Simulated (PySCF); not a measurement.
GeAs⁻: one state, many levels of theory

State: ¹Σ⁺ (singlet), closed shell. Set-up: basis Ge def2-TZVPPD, As def2-TZVPPD; no relativity; PySCF 2.14. De refers to Ge⁻ + As in their high-spin ground configurations, without counterpoise correction. A positive dipole points towards As; it is taken about the centre of mass and depends on that origin.

| Level | Re (Å) | ωe (cm⁻¹) | De (eV) | μ (D) | CPU s a point (SCF and correlation, without the integrals) |
| --- | --- | --- | --- | --- | --- |
| RHF | 2.137 | 440 | n/a | -1.06 | 1.1 |
| RHF-MP2 | 2.178 | 380 | n/a | n/a | 1.8 |
| RHF-SCS-MP2 | 2.180 | 382 | n/a | n/a | n/a |
| RHF-CCSD | 2.162 | 407 | n/a | n/a | n/a |
| RHF-CCSD(T) | 2.181 | 386 | n/a | n/a | 49 |
| LDA | 2.154 | 393 | n/a | -0.56 | 1.3 |
| PBE | 2.186 | 379 | n/a | -0.61 | 2.3 |
| r²SCAN | 2.162 | 398 | 4.73 | -0.59 | 2.6 |
| M06-L | 2.176 | 393 | n/a | -0.48 | 2.3 |
| B3LYP | 2.173 | 391 | n/a | -0.74 | 3.1 |
| PBE0 | 2.158 | 405 | n/a | -0.70 | 5.5 |
| r²SCAN0 | 2.145 | 415 | 4.42 | -0.69 | 3.9 |
| ωB97X | 2.131 | 433 | n/a | -0.79 | 5 |
| B2PLYP | 2.182 | 378 | n/a | -0.95 | 3.6 |

Problem. What does the step from GGA to meta-GGA do here, going from PBE to r²SCAN?

Solution. r²SCAN less PBE: -2.4 pm in Re, +5.0 % in ωe. 

Problem. What does a quarter of exact exchange do here, going from r²SCAN to r²SCAN0?

Solution. r²SCAN0 less r²SCAN: -1.7 pm in Re, +4.3 % in ωe, -0.31 eV in De. Exact exchange removes part of the self-interaction that spreads semilocal densities, and in most molecules shortens and stiffens the bond and lowers De; so it does here.

Problem. What does the gradient correction do here, going from LDA to PBE?

Solution. PBE less LDA: +3.2 pm in Re, -3.6 % in ωe. The gradient correction favours the more uneven density of free atoms, so it tends to lengthen bonds and takes away much of the overbinding of LDA; so it does here.

Correlated steps freeze 18 core orbitals. For an ion De counts to the pair picked by the measured ionisation energies or electron affinities, which need not be the lowest pair at this level. The highest Kohn–Sham level is positive in this anion. Much of that is self-interaction error, but it also means that the finite basis helps to hold the extra electron. B2PLYP dipoles, levels and charges come from its SCF part alone.

The whole job (state search and all levels along the bond) took about 8.9 min on 2 threads of Intel Xeon Platinum 8488C (shared host), peak memory 3.2 GiB.
